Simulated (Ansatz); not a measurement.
The same ligand exchange along the group O, S, Se.

Computed with Ansatz on PBE0-D4/def2-TZVP structures; ΔE is electronic, products minus reactants. CBS: MP2 limit from def2 TZ/QZ plus the TZ coupled-cluster correction, frozen cores. This one scheme is used for every species. DFT in def2-TZVPP. B3LYP here is the variant with VWN-RPA as its local correlation; programs differ in this. def2 core potentials past Kr. For Hf, Se outer-core shells are correlated without core-valence functions, which leaves a few kJ/mol of doubt a bond. Scalar relativity is left out up to krypton. One conformer a species, not always the lowest.

```csv
reaction,RPA@PBE/def2-TZVPP (kJ/mol),B2PLYP (kJ/mol),LDA (SPW92) (kJ/mol),B3LYP-D4 (kJ/mol),CCSD(T)/CBS(def2) (kJ/mol)
`[OH][Hf]([Cl])([Cl])[Cl]` + `CCNC` → `CC[N](C)[Hf]([Cl])([Cl])[Cl]` + H₂O,45,63,55,58,50
`[SH][Hf]([Cl])([Cl])[Cl]` + `CCNC` → `CC[N](C)[Hf]([Cl])([Cl])[Cl]` + H₂S,-6,9,7,5,3
`[Cl][Hf]([Cl])([Cl])[SeH]` + `CCNC` → `CC[N](C)[Hf]([Cl])([Cl])[Cl]` + H₂Se,2,15,10,9,12
```

Largest T1 diagnostic: 0.014, for `[SH][Hf]([Cl])([Cl])[Cl]`.
